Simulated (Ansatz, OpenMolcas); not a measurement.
**RbI (SMILES [Rb][I]): methods side by side**

The species is RbI (2 atoms), meant as a singlet with charge 0. SMILES: `[Rb][I]`. The bond length is the measured one.

| atom | x (Å) | y (Å) | z (Å) |
| --- | --- | --- | --- |
| Rb | 0.0000 | 0.0000 | 0.0000 |
| I | 0.0000 | 0.0000 | 3.1769 |

Quantity: the vertical energy of the triplet above the singlet, in eV. The values are calculated.

```tsv
level	kind	program	value (eV)	less CCSD(T)/def2-TZVPP	CPU time (all runs)
BLYP/def2-TZVPP (core potential)	GGA	OpenMolcas	3.65	-0.06	34 s
TPSS/def2-TZVPP (core potential)	meta-GGA	OpenMolcas	3.90	+0.19	50 s
B3LYP/def2-TZVPP (core potential)	global hybrid	Ansatz	3.73	+0.02	60 s
CAM-B3LYP/def2-TZVPP (core potential)	range-separated hybrid	Ansatz	3.77	+0.06	43 s
B2PLYP/def2-TZVPP (core potential)	double hybrid	Ansatz	3.77	+0.06	48 s
RPA@PBE/def2-TZVPP (core potential)	RPA	Ansatz	3.33	-0.38	1.7 min
MP2/def2-TZVPP (core potential)	perturbation theory	Ansatz	3.86	+0.15	12 s
CCSD(T)/def2-TZVPP (core potential)	coupled cluster or CI	Ansatz	3.71	0.00	51 s
FCI/STO-3G	exact in the basis	Ansatz	5.38	+1.67	19 s
```

Differences are taken from CCSD(T)/def2-TZVPP (core potential) for orientation; it has basis-set and higher-order errors of its own. All-electron rows without a relativistic Hamiltonian named are non-relativistic, while core potentials hold scalar relativity, so basis and relativity change together. Spin-orbit coupling, which can split open shells on such heavy atoms by tenths of an eV, is left out. The values span 3.33 to 5.38 eV. High-level rows in very small sets aren't better than simpler rows in larger ones. In the correlated wave-function rows the outer d shell of I is correlated, in sets not made for it. CPU times are rough (shared hosts, several kinds of processor and program).
